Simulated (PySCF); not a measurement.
Here is a job for PySCF.
```python
from pyscf import gto, scf, dft

mol = gto.Mole()
mol.atom = '''
    Te   -0.00572274    0.01236630    0.26693104
    Cl    1.11337271   -1.43495632   -1.08899499
    Cl    1.85279584    1.50725672    0.73992591
    Cl   -1.06293622    1.32596783   -1.26356022
    Cl   -1.88572747   -1.43609457    0.79613434
'''
mol.basis = '3-21g'
mol.charge = 1
mol.spin = 1
mol.verbose = 4
mol.build()

mf = dft.UKS(mol)
mf.xc = 'b3lyp'
mf.disp = 'd3zero'
mf.kernel()
```

Problem. What does this run give for the Mulliken (on the basis functions themselves) charges in atom order, <S^2>, total energy?

Solution. 
```json
{
  "Mulliken (on the basis functions themselves) charges in atom order": "Te1 1.26, Cl2 -0.06, Cl3 -0.07, Cl4 -0.06, Cl5 -0.07",
  "<S^2>": "0.762",
  "total_energy": "-8416.9755 Eh"
}
```

These values belong to the state on which the SCF converged, which isn't shown to be the lowest.
